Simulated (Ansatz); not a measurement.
Frontier orbitals of H₇N₃OTi (`[NH2][Ti]([NH2])([NH2])[OH]`).

```xyz
12

N     0.592    0.784    1.455
Ti    0.092    0.071   -0.222
N     0.398   -1.793   -0.116
N    -1.752    0.438   -0.405
O     0.993    0.784   -1.617
H     1.510    0.689    1.867
H    -0.008    1.329    2.054
H     0.397   -2.325    0.741
H     0.666   -2.379   -0.893
H    -2.105    1.209   -0.955
H    -2.500   -0.206   -0.193
H     1.717    1.400   -1.715
```

The species carries charge 0 and has multiplicity 1. Correlated methods include outer-core shells of Ti, which these sets cover unevenly. Scalar relativity is left out up to krypton. Geometry: relaxed with PBE0-D4/def2-TZVP. It is one conformer, not always the lowest. Basis def2-TZVPP, the Gaussian-basis code of Ansatz.

Orbital energies of one run (eV). Highest occupied ones, from the top: -8.30, -8.57, -9.01, -10.60, -10.84, -11.68, -11.73, -11.83, -14.42, -14.51, -14.61, -14.91, -23.99, -24.01. Empty: 0.38, 0.59, 0.78, 1.38, 1.52, 1.60.

Task: Which functional gave them?
A. PBE0
B. CAM-B3LYP
C. BLYP
D. PBE

Result: B. HOMO energies: CAM-B3LYP -8.30, PBE0 -6.87, PBE -5.50, BLYP -5.39 eV.
